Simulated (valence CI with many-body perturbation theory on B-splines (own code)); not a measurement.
# Ag32+ in brief

Calculated by relativistic CI+MBPT: five valence electrons over a frozen Dirac-Fock core [Ne], a basis of 11 s, 11 p, 10 d, 8 f, 5 g, 2 h functions for each j, with the one-electron correlation potential Σ1, the two-electron term Σ2, the three-electron term Σ3, Breit, model QED; selected CI, second order for the rest, scaled by the run's own slope (own B-spline code, finite nucleus).

No measured spectrum was set against this ion. As an estimate, large intervals hold to a few tenths of a per cent, small ones and those within an open d or f shell to about a per cent. Among the levels kept, up to 4200 cm⁻¹ of a level comes from second order outside the variational space, and about a tenth of that is noise between levels of different J, which matters for small intervals.

Levels are named by their leading jj configuration (3d3/2^4 stands for four electrons in 3d with j = 3/2), which in mixed levels can hold well under half, so a name can repeat and another be missing.

Rates and lifetimes use the calculated energies. Strong lines usually hold to 10 to 20 %, long lifetimes can be off by a factor of two.

Question: What is the ground level?

Answer: (3s^2 3p1/2^2 3p3/2) J=3/2, composition 39 % 3s2 3p3 2P° + 37 % 3s2 3p3 4S° + 22 % 3s2 3p3 2D°, g = 1.461.

Question: Among levels below 397.18 eV, which E1 lines absorb most strongly from the ground level?

Answer: to (3s^2 3p1/2 3p3/2 3d3/2) J=3/2 at 6.674 nm, f = 0.271; to (3s^2 3p1/2 3p3/2 3d3/2) J=5/2 at 6.597 nm, f = 0.170; to (3s^2 3p1/2 3p3/2 3d5/2) J=5/2 at 6.898 nm, f = 0.132.

Question: How well does LS coupling describe the low levels?

Answer: Among the lowest 20 levels the leading LS term, summed over configurations, holds 53 % on average. For single configurations the figures are 49 % in LS and 77 % in jj coupling. Terms mix most in the J = 3/2 level at 123.71 eV, where the leading one holds 33 %.

Question: Name the longest-lived excited levels whose lifetime is computed, and their main decay.

Answer: (3s^2 3p1/2 3p3/2^2) J=5/2 at 41.46 eV lives 10.9 μs, mostly by M1 to (3s^2 3p1/2^2 3p3/2) J=3/2; (3s^2 3p1/2 3p3/2^2) J=1/2 at 49.78 eV lives 2.13 μs, mostly by M1 to (3s^2 3p1/2^2 3p3/2) J=3/2; (3s^2 3p1/2 3p3/2^2) J=3/2 at 34.78 eV lives 2.11 μs, mostly by M1 to (3s^2 3p1/2^2 3p3/2) J=3/2. The lifetime of (3s^2 3p1/2 3p3/2 3d5/2) J=9/2 is too uncertain to give, and may be longer.

Question: Where does the other parity begin?

Answer: At (3s 3p1/2^2 3p3/2^2) J=5/2, 117.93 eV.

Question: What is the ionisation energy?

Answer: 1963.2 eV; NIST lists 1979 ± 8 eV (semi-empirical).
